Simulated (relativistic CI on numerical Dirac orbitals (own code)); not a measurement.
**Crystal-field levels of Mn⁴⁺, 3d3**

Calculated by Dirac-Coulomb-Breit CI, KLI orbitals optimised for each configuration, a model potential for QED, valence Slater integrals scaled by 0.85, one configuration in a parametric crystal field (own radial code).

Field parameters in Wybourne normalisation: Oh B⁴₀ = 21Dq, B⁴₄ = √(5/14) B⁴₀. The field is a parameter set, without covalency.

S is read from ⟨S²⟩ = S(S + 1).

Levels (cm⁻¹, degeneracy): 0 (4), 8868 (2), 8955 (4), 9071 (4), 9122 (2), 14940 (2), 14975 (4), 15357 (4), 15591 (2), 19941 (4), 20926 (4), 21117 (2).

**Question.** Which field gives this pattern?
A. Oh, 10Dq = 17000 cm⁻¹
B. Oh, 10Dq = 41000 cm⁻¹
C. Oh, 10Dq = 5000 cm⁻¹
D. Oh, 10Dq = 9000 cm⁻¹

**Answer.** D. Oh, 10Dq = 9000 cm⁻¹, ground level with S = 1.50.
